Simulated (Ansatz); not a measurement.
Cartesian coordinates (Å):
```xyz
9

O     -1.4432    -0.0733     0.7525
Si     0.0078     0.0095     0.0021
O      0.6352     1.5107    -0.1649
O     -0.2193    -0.5678    -1.5114
O      1.0584    -0.8315     0.9320
H     -1.4334    -0.0555     1.7114
H      0.3105     2.0332    -0.9007
H     -0.8362    -1.2960    -1.6062
H      1.9907    -0.6477     0.8021
```
Charge 0, multiplicity 1.

Method: frozen-core CCSD(T)/cc-pVTZ // ωB97X-D3(BJ)/def2-TZVP in Ansatz (a program for electronic structure).

The HF energy is -591.08404 Ha and the MP2 correlation energy is -1.07833 Ha.

### Question
Estimate the CCSD correlation energy, the (T) correction, the total energy and the T1 diagnostic.

### Answer

```
Property                         Value
-----------------------  -------------
CCSD correlation energy    -1.08861 Ha
(T) correction             -0.03756 Ha
CCSD(T) total energy     -592.21022 Ha
T1 diagnostic                    0.011
```
